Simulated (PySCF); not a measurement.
## Field gradients at the hydrogen positions

Compound: C6H10Si.
Z-matrix (Å and degrees, GFN2-xTB geometry), rows numbered from 1:
```
C 
C   1  1.3215
C   2  1.4856  1  124.86
Si  3  1.9145  2  110.97  1  -104.84
C   4  1.8861  3  108.73  2    59.90
C   5  1.5150  4  121.86  3    94.47
C   6  1.2927  5   64.63  4   107.42
H   1  1.0781  2  121.63  3    -1.68
H   1  1.0768  2  122.17  3   178.58
H   2  1.0828  1  119.88  3  -178.20
H   3  1.0904  2  109.67  1   134.98
H   3  1.0904  2  109.96  1    16.65
H   4  1.4682  3  108.97  2   179.77
H   4  1.4694  3  109.24  2   -60.57
H   5  1.0924  4  115.15  3   -54.90
H   6  1.0616  5  144.02  7   179.78
H   7  1.0613  5  144.05  6  -179.52
```

Level: PBE0/pcSseg-1 (PySCF, non-relativistic); Q(2H) = 0.00286 b; rigid geometry, the same for H and D, with no vibrational averaging.

Question: Rank these positions by the coupling χzz of a deuteron there, largest first.
A. H15 (methine hydrogen)
B. H8 (vinylic hydrogen)
C. H11 (methylene hydrogen)
D. H10 (vinylic hydrogen)
E. H14 (Si–H hydrogen)
F. H17 (vinylic hydrogen)

Answer: F (249 kHz), B (226 kHz), D (217 kHz), C (211 kHz), A (206 kHz), E (107 kHz).

Give the electric field gradient Vzz (the principal value of largest size), its asymmetry and the 2H coupling at each hydrogen.

```tsv
atom	bonded to	bond length (Å)	Vzz (au)	η	χzz (kHz)
H8	C1	1.078	0.3368	0.06	226
H9	C1	1.077	0.3398	0.06	228
H10	C2	1.083	0.3235	0.05	217
H11	C3	1.090	0.3144	0.04	211
H12	C3	1.090	0.3135	0.04	211
H13	Si4	1.468	0.1599	0.01	107
H14	Si4	1.469	0.1596	0.01	107
H15	C5	1.092	0.3072	0.08	206
H16	C6	1.062	0.3706	0.00	249
H17	C7	1.061	0.3709	0.00	249
```

Average by the element that carries the hydrogen.

on C: 225 kHz over 8 positions, mean bond length 1.079 Å; on Si: 107 kHz over 2 positions, mean bond length 1.469 Å.

How does χzz go with the bond length over the 8 C–H bonds?

A straight-line fit has a slope of -13.5 kHz for each 0.01 Å, with a correlation coefficient of -1.00, over lengths from 1.061 to 1.092 Å. The longer bonds have the smaller couplings here.

Give the 2H NMR doublet splittings at H15 for a magnetic field along the z, y and x axes of the gradient: 3χ/2, 3χ(1 + η)/4, 3χ(1 − η)/4.

With |χ| = 206.4 kHz and η = 0.082: 310, 167 and 142 kHz, to first order and without motion.

The structure is a single GFN2-xTB conformer in the gas phase; no vibrational or solvent corrections. GFN2-xTB bond lengths can be off by several hundredths of an ångström, more for odd bonds, and the gradients follow them. These gradients aren't converged with respect to the basis.
